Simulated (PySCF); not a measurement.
**Computed structure and properties of [Lu(H2S)3]3+**

System: [Lu(H2S)3]3+ (singlet in the valence; each metal's 4f electrons, 14 of them, lie in its core potential, out of spins and levels); start: displaced along the imaginary mode (C1). Method: PySCF 2.14.0, RKS TPSS, Lu lcecp-1-SVP with ECP60, S def2-SVP, H def2-SVP; non-relativistic Hamiltonian with scalar-relativistic core potentials where named; density fitting; no spin-orbit coupling.

Input of the relaxation:

```python
mol = gto.M(atom='''
Lu    -0.00000     0.00000     0.00000
S      2.79575     0.06778    -0.01218
H      3.21005    -0.62863     1.10667
H      3.21323    -0.87265    -0.93385
S     -1.45657     2.38730     0.00221
H     -1.02232     3.11739     1.08474
H     -0.88917     3.19598    -0.95578
S     -1.33918    -2.45508     0.00997
H     -2.42967    -2.30841     0.86937
H     -2.08212    -2.50368    -1.17115''',
    basis={'Lu': 'lcecp-1-SVP', 'S': 'def2-SVP', 'H': 'def2-SVP'},
    ecp={'Lu': 'lcecp-1-SVP'},
    charge=3, spin=0)
mf = dft.RKS(mol, xc='TPSS')
mf.grids.atom_grid = (50, 194)  # f atoms: unpruned, at least (60, 302)
mf = mf.density_fit()  # fitting sets: Lu AutoAux, S def2-universal-JKFIT, H def2-universal-JKFIT
mf.conv_tol = 1e-08; mf.max_cycle = 55
mf.kernel(dm0)  # dm0: converged density of the start geometry
# quasi-Newton relaxation in Cartesian coordinates to a largest gradient under 0.00045 Eh/bohr, steps kept in the point group
```

Run from Python with OMP_NUM_THREADS=2; the lines above give its settings. Where DIIS fails, smearing, a level shift and second-order steps follow.
It took 4.5 min on 2 threads of Arm Neoverse V1, with other jobs on the host, from the converged density of the start.

Course of the relaxation:

```json
{"step": "0", "energy above end (eV)": "0.0513", "largest force component within the symmetry (eV/Å)": "0.647"}
{"step": "1", "energy above end (eV)": "0.0370", "largest force component within the symmetry (eV/Å)": "0.151"}
{"step": "2", "energy above end (eV)": "0.0363", "largest force component within the symmetry (eV/Å)": "0.017"}
{"step": "3", "energy above end (eV)": "0.0362", "largest force component within the symmetry (eV/Å)": "0.015"}
{"step": "4", "energy above end (eV)": "0.0354", "largest force component within the symmetry (eV/Å)": "0.091"}
{"step": "5", "energy above end (eV)": "0.0352", "largest force component within the symmetry (eV/Å)": "0.137"}
{"step": "6", "energy above end (eV)": "0.0349", "largest force component within the symmetry (eV/Å)": "0.151"}
{"step": "7", "energy above end (eV)": "0.0342", "largest force component within the symmetry (eV/Å)": "0.131"}
{"step": "27", "energy above end (eV)": "0.0006", "largest force component within the symmetry (eV/Å)": "0.098"}
{"step": "28", "energy above end (eV)": "0.0006", "largest force component within the symmetry (eV/Å)": "0.031"}
{"step": "29", "energy above end (eV)": "0.0001", "largest force component within the symmetry (eV/Å)": "0.039"}
{"step": "30", "energy above end (eV)": "0.0001", "largest force component within the symmetry (eV/Å)": "0.026"}
{"step": "31", "energy above end (eV)": "0.0000", "largest force component within the symmetry (eV/Å)": "0.018"}
{"step": "32", "energy above end (eV)": "0.0000", "largest force component within the symmetry (eV/Å)": "0.013"}
```
(The steps between are left out.)

Relaxed geometry (C1):

```xyz
10

Lu    0.0585   -0.0761    0.7626
S     2.6054    0.0085   -0.3601
H     3.4906   -0.0621    0.6869
H     2.8795   -1.2343   -0.8736
S    -1.3424    2.1876   -0.0301
H    -1.4785    2.9884    1.0768
H    -0.4637    2.9997   -0.7014
S    -1.4958   -2.3273    0.2510
H    -2.8050   -1.9167    0.2860
H    -1.4487   -2.5677   -1.0980
```

```json
{"contact": "Lu1–S2 (H2S)", "Å": "2.785"}
{"contact": "Lu1–S5 (H2S)", "Å": "2.778"}
{"contact": "Lu1–S8 (H2S)", "Å": "2.783"}
```

On the finer grid (75, 302):

```yaml
HOMO: -20.87 eV
LUMO: -17.30 eV
Dipole_about_the_centre_of_mass: 1.15 D
Set_of_Mulliken_populations_of_Lu1_outside_the_core_potential: s 2.45, p 6.22, d 0.79, f 0.01
D3_BJ_dispersion_energy_not_in_the_energies: -0.312 eV
```

| atom | Mulliken (e) | Löwdin (e) | spin (e) |
| --- | --- | --- | --- |
| Lu1 | 1.53 | 0.85 | 0.00 |
| S2 | -0.03 | 0.48 | 0.00 |
| H3 | 0.26 | 0.12 | 0.00 |
| H4 | 0.26 | 0.12 | 0.00 |
| S5 | -0.03 | 0.48 | 0.00 |
| H6 | 0.26 | 0.12 | 0.00 |
| H7 | 0.26 | 0.12 | 0.00 |
| S8 | -0.02 | 0.49 | 0.00 |
| H9 | 0.26 | 0.12 | 0.00 |
| H10 | 0.26 | 0.12 | 0.00 |

The 4f levels lie in the core potential and are missing.

No frequency check is given for this geometry.

Taking off one H2S (charge 0, singlet; the rest: singlet) in vacuum, both parts rigid, costs 3.17 eV; the small basis without counterpoise inflates it. Parting with an electron moved from the ligand to the metal can be far cheaper, even downhill.

Rigid scan of H2S along the line from its metal:

(distance to S2 (Å), energy (eV)): (2.48, 0.313), (2.58, 0.121), (2.68, 0.026), (2.78, 0.000), (2.88, 0.022), (2.98, 0.076), (3.18, 0.242)

One start shape was tried, so this needn't be the lowest isomer.

An lcecp potential fixes the number of 4f electrons, so in runs with it no electron can move into or out of that shell.
